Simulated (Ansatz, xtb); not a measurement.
Relative energy of two structures of CH3SSn−

We compare X, a singlet given by its coordinates, with Y, `[CH2]1[S][SnH-]1`, a singlet. Both are isolated ions in the gas phase, relaxed with r2SCAN-D4/def2-SVPD.

X (Å):

```xyz
6

C     0.6784   -0.2845    1.0289
S     0.3712   -1.7068   -2.1881
Sn   -0.7452   -0.2317   -0.7406
H     1.6711    0.0618    0.6930
H     0.7965   -1.3312    1.3578
H     0.3546    0.3305    1.8874
```

Close contacts (Å): C1–Sn3 2.27, S2–Sn3 2.35, C1–H4 1.10, C1–H5 1.10, C1–H6 1.10.

Y (Å):

```yaml
atoms:
  - { symbol: C, position_ang: [1.1817, -0.4561, 0.6911] }
  - { symbol: S, position_ang: [0.4791, 1.1585, 0.1920] }
  - { symbol: Sn, position_ang: [-0.1067, -1.0084, -1.0695] }
  - { symbol: H, position_ang: [0.8528, -0.7905, 1.6851] }
  - { symbol: H, position_ang: [2.2719, -0.5171, 0.5671] }
  - { symbol: H, position_ang: [-1.5182, -1.4296, -0.0089] }
```

Problem. Estimate E(Y) − E(X) at the level CCSD(T)/def2-SVPD + ΔMP2/def2-TZVPPD.

Solution. Calculated at CCSD(T)/def2-SVPD + ΔMP2/def2-TZVPPD: E(Y) − E(X) = +0.966 eV, so structure X lies lower.

The same difference at several levels:

| level | geometry | E(Y) − E(X) (eV) | departure from the last row (eV) | job, with rough time for the two |
| --- | --- | --- | --- | --- |
| GFN2-xTB | GFN2-xTB | +0.547 | −0.418 | optimisation, 0.18 s |
| HF/STO-3G | GFN2-xTB | −0.201 | −1.167 | single point, 0.64 s |
| r2SCAN-D4/def2-SVPD//GFN2-xTB | GFN2-xTB | +1.028 | +0.063 | single point, 3.3 s |
| r2SCAN-D4/def2-SVPD | r2SCAN-D4/def2-SVPD | +1.004 | +0.038 | optimisation, 28 s |
| HF/def2-SVPD | r2SCAN-D4/def2-SVPD | +1.289 | +0.323 | part of the CCSD(T) run |
| MP2/def2-SVPD | r2SCAN-D4/def2-SVPD | +1.119 | +0.153 | part of the CCSD(T) run |
| CCSD(T)/def2-SVPD | r2SCAN-D4/def2-SVPD | +1.118 | +0.152 | single point |
| CCSD(T)/def2-SVPD + ΔMP2/def2-TZVPPD | r2SCAN-D4/def2-SVPD | +0.966 |  | single point, 29 s |

HF/STO-3G puts the two in the other order. The largest departure from CCSD(T)/def2-SVPD + ΔMP2/def2-TZVPPD is that of HF/STO-3G, 1.167 eV. The last row adds to CCSD(T) the change of the MP2 difference between the two basis sets, here −0.152 eV, a large step that makes the value less sure.

With harmonic frequencies from r2SCAN-D4/def2-SVPD (ideal gas, rigid rotor, one conformer each, 298.15 K, 1 atm): on the last row, ΔE + ΔZPE = +0.892 eV. A mode under 50 cm⁻¹ makes harmonic enthalpies and free energies unreliable, so none is given.

The correlated steps freeze 10 core orbitals; the filled d shell of Sn is correlated, in a basis made for valence electrons. Atoms past krypton carry core potentials in the def2 sets, other sets are all-electron and non-relativistic, and no spin–orbit term is included. Codes used: Ansatz 0.2.0, xtb 6.7.1; the last row on 2 threads of Arm Neoverse V1 on a shared host.
